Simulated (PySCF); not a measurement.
**BaLi: energy against distance**

Set-up: PySCF, spin-free X2C with a Gaussian nucleus, basis sets Ba x2c-TZVPall, Li x2c-TZVPall. Energies in eV from Ba + Li in their ground configurations at the same level. All curves are PBE0. state 1: ²Σ⁺ (doublet), unpaired electrons σ ↑; state 2: doublet, unpaired electrons π ↑, a second solution, started from another occupation; state 3: ²Δ (doublet), unpaired electrons δ ↑, a second solution, started from another occupation; state 4: ⁴Π (quartet), unpaired electrons σ ↑↑, π ↑, a second solution, started from another occupation.

```csv
R (Å),state 1,state 2,state 3,state 4
3.184,-0.2768,-0.0156,0.3038,0.5553
3.332,-0.3699,-0.0129,0.2350,0.5108
3.480,-0.4225,0.0196,0.2030,0.4918
3.591,-0.4415,0.0579,0.1977,0.4900
3.702,-0.4469,0.0959,0.2049,0.4962
3.813,-0.4417,0.1366,0.2217,0.5082
3.961,-0.4226,0.1939,0.2550,0.5301
4.146,-0.3860,0.2675,0.3076,0.5626
4.368,-0.3327,0.3542,0.3777,0.6032
4.665,-0.2590,0.4599,0.4704,0.6528
```

Put a parabola through the three lowest points of the state 1 curve and estimate Re, k and ωe (reduced mass 6.676 u; 1 eV/Å² = 0.16022 mdyn/Å; ωe = 1302.8·√(k/μ) cm⁻¹).

Through R = 3.591, 3.702, 3.813 Å the second-order coefficient is 0.430 eV/Å², so Re ≈ 3.703 Å, k ≈ 0.138 mdyn/Å and ωe ≈ 187 cm⁻¹. A polynomial fit of higher order to the unrounded PBE0 energies gives Re = 3.698 Å, k = 0.138 mdyn/Å, ωe = 187 cm⁻¹; anharmonicity and rounding make the difference.

The higher-order fit for each curve: state 1: Re = 3.698 Å, ωe = 187 cm⁻¹, De = 0.447 eV; state 3: Re = 3.578 Å, ωe = 205 cm⁻¹, minimum 0.198 eV above the ground-state fragments; state 4: Re = 3.556 Å, ωe = 169 cm⁻¹, minimum 0.490 eV above the ground-state fragments. State 2 gave no clean fit.

⟨S²⟩ of the unrestricted solution departs from its pure value on part of the curve, where spin states mix. Spin–orbit coupling is left out. The state is the lowest determinant that a PBE0 search found; another state may lie lower at other levels.
